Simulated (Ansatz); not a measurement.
Consider the ligand exchange at the Si–O bond: `[OH][Sc]([F])[O][SiH3]` + `[OH][Sc]([F])[Cl]` → `[F][Sc]([Cl])[O][SiH3]` + `[OH][Sc]([OH])[F]`.

Isolated molecules relaxed with PBE0-D4/def2-TZVP in Ansatz; ΔE leaves out vibrations. CCSD(T)/CBS is the MP2 limit (def2-TZVPP, def2-QZVPP) plus CCSD(T) − MP2 in def2-TZVPP, frozen cores. Functionals use def2-TZVPP. For Sc outer-core shells are correlated without core-valence functions, which leaves a few kJ/mol of doubt a bond. Scalar relativity is left out up to krypton. Each species was taken in one conformer, which may not be the lowest.

```csv
level,ΔE (kJ/mol)
PBE0-D4,3.4
CCSD/def2-SVP,5.4
```

(1) What does CCSD(T)/CBS give? (Estimate.)

Largest T1 diagnostic among the species: 0.016.

Answers

(1) The calculation gave: +2.2 kJ/mol. The listed levels differ from it by 1.2, 3.2 kJ/mol.

Leaving LDA and LC-ωPBE aside and taking each functional with its dispersion term where it has one, the values, not all of them listed here, spread over 2.1 kJ/mol, from BLYP-D4 to B97M-V. At CCSD(T), def2-SVP lies +3.3 kJ/mol from the extrapolated value and def2-TZVPP +1.2 kJ/mol.

CCSD(T)/CBS has its own doubt, a few kJ/mol and more with outer-core shells, so smaller differences from it don't rank the levels.
